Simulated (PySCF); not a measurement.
**Electron correlation in I (iodine, neutral)**

[Kr] 4d10 5s2 5p5, 2P determinant. Computed with PySCF 2.14 in aug-cc-pVDZ-PP with ECP28MDF (5s4p3d, 32 functions), with a scalar-relativistic core potential. Frozen: 4s2 4p6 4d10; 7 electrons correlated.

MP2 pair energies summed by pair of shells (mhartree):

```csv
pair,energy,share (%)
5p-5p,-55.27,67.4
5s-5p,-22.22,27.1
5s-5s,-4.54,5.5
```

Total MP2 correlation energy: -82.03 mhartree.

Same-spin part -20.89 and opposite-spin part -61.14 mhartree; SCS-MP2 scales them by 1/3 and 6/5 to -80.33 mhartree.

```tsv
level	correlation energy (mhartree)
CCSD	-95.35
(T)	-1.51
CCSD(T)	-96.86
```

Diagnostics: T1 = 0.0075, D1 = 0.0205, largest double amplitude 0.040.

Cost of the coupled-cluster step: 0.13 s of wall time on 1 thread of Intel(R) Xeon(R) 6975P-C (shared host), for 7 correlated electrons.

Iterations:

```
CC2 = 0
CCSD nocc = (np.int64(4), np.int64(3)), nmo = (23, 23)
frozen orbitals [[0, 1, 2, 3, 4, 5, 6, 7, 8], [0, 1, 2, 3, 4, 5, 6, 7, 8]]
max_cycle = 100
direct = 0
conv_tol = 1e-08
conv_tol_normt = 1e-06
diis_space = 8
diis_start_cycle = 0
Init t2, MP2 energy = -0.0820332846762163
Init E_corr(UCCSD) = -0.0820332846764433
cycle = 1  E_corr(UCCSD) = -0.0924628354526823  dE = -0.0104295508  norm(t1,t2) = 0.0369195
cycle = 2  E_corr(UCCSD) = -0.0944773825002501  dE = -0.00201454705  norm(t1,t2) = 0.0117374
cycle = 3  E_corr(UCCSD) = -0.0953711892339141  dE = -0.000893806734  norm(t1,t2) = 0.00476505
cycle = 4  E_corr(UCCSD) = -0.0953494850072625  dE = 2.17042267e-05  norm(t1,t2) = 0.000710032
cycle = 5  E_corr(UCCSD) = -0.0953484367104898  dE = 1.04829677e-06  norm(t1,t2) = 0.000253316
cycle = 6  E_corr(UCCSD) = -0.0953499640660385  dE = -1.52735555e-06  norm(t1,t2) = 8.14366e-05
cycle = 7  E_corr(UCCSD) = -0.0953497784754258  dE = 1.85590613e-07  norm(t1,t2) = 2.10176e-05
cycle = 8  E_corr(UCCSD) = -0.0953498381707578  dE = -5.9695332e-08  norm(t1,t2) = 3.96584e-06
cycle = 9  E_corr(UCCSD) = -0.0953498257785015  dE = 1.23922563e-08  norm(t1,t2) = 7.38424e-07
cycle = 10  E_corr(UCCSD) = -0.095349825509131  dE = 2.69370526e-10  norm(t1,t2) = 1.91227e-07
UCCSD converged
E(UCCSD) = -294.7490751661826  E_corr = -0.09534982550913099
UCCSD(T) correction = -0.00151178183297541
```
